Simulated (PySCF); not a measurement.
This script is equivalent to a calculation on Cd²⁺ (cadmium, charge +2).

```python
from pyscf import gto, scf, dft, mp, cc
import basis_set_exchange as bse
txt = bse.get_basis("cc-pVDZ-PP", elements=["Cd"], fmt="nwchem", header=False)
cut = txt.index("\nECP")
mol = gto.M(atom="Cd 0 0 0", charge=2, spin=0, symmetry="D2h",
            basis=gto.basis.parse(txt[:cut]),
            ecp={"Cd": gto.basis.parse_ecp(txt[cut:])})
mf = scf.UHF(mol)
mf.irrep_nelec = {'Ag': (3, 3), 'B1g': (1, 1), 'B2g': (1, 1), 'B3g': (1, 1), 'B1u': (1, 1), 'B2u': (1, 1), 'B3u': (1, 1)}
mf.kernel()
```

Question: What total energy does it give?

Answer: -165.99614 hartree (calculated).

Question: Which occupied shell lies highest, and where?

Answer: 4d, at -38.026 eV.

Energies and moments cover only the electrons outside the core potential.
